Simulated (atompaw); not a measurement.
# What one change does to a pseudopotential (Gd, PAW (atompaw))

| Quantity | Value |
| --- | --- |
| Element | gadolinium (Gd) |
| Generator | atompaw 4.2.0.5 |
| Type | PAW |
| Functional | LDA (PW92) |
| Relativity | scalar-relativistic |
| Frozen core | [Xe] |
| Valence charge | 10 |
| Reference configuration | 4f7 5d1.5 6s1.5 6p0 |
| Partial waves | 6s (bound): rc 3.00 bohr; 6s channel at 1.25 Ry: rc 3.00 bohr; 6p (bound, empty): rc 3.00 bohr; 6p channel at 1.25 Ry: rc 3.00 bohr; 5d (bound): rc 2.20 bohr; 5d channel at 2.95 Ry: rc 2.20 bohr; 4f (bound): rc 1.45 bohr; 4f channel at 2.25 Ry: rc 1.45 bohr |
| Local potential | bessel scheme, radius 2.70 bohr |
| Core correction | smooth core density matched at 1.65 bohr |
| Augmentation charge | sinc compensation charge, radius 2.50 bohr; PAW radius 3.00 bohr; waves and projectors: custom rrkj vanderbiltortho |

Change: all radii scaled by about 1.24 (s 3.70, p 3.70, d 2.72, f 1.80 bohr); local potential bessel scheme, radius 3.34 bohr; augmentation sinc compensation charge, radius 3.10 bohr; PAW radius 3.70 bohr; waves and projectors: custom rrkj vanderbiltortho; core correction smooth core density matched at 2.04 bohr.

Cutoffs: the cutoffs (Ry, on a coarse ladder) from which the occupation-weighted sum of valence levels, in a spherical-Bessel basis at the reference potential, stays within 10 and 1 mRy of its value at 400 Ry; they do not see the model core or the augmentation charge, which bear on the density cutoff.

Problem. What does the change do?

Solution. The potential gets softer (70 Ry and 110 Ry → 45 Ry and 70 Ry); the bound ghost in p disappears. A larger radius leaves more room for a smooth pseudo-wave, so fewer plane waves are needed.

| quantity | base | changed |
| --- | --- | --- |
| cutoff, loose | 70 Ry | 45 Ry |
| cutoff, tight | 110 Ry | 70 Ry |
| loose cutoff by channel (10 mRy a level) | s 6 Ry, d 15 Ry, f 60 Ry | s 6 Ry, d 10 Ry, f 35 Ry |
| bound ghosts | p | none |
| lowest overlap eigenvalue by channel | s 0.60, p 0.74, d 0.54, f 0.98 | s 0.66, p 0.59, d 0.74, f 0.98 |

 A true bound ghost makes a file unfit for plane-wave use even where its test errors are small: the radial tests pick states by their node count and pass the ghost by. The cutoffs see the waves, projectors and local potential, not the compensation charge or the core.
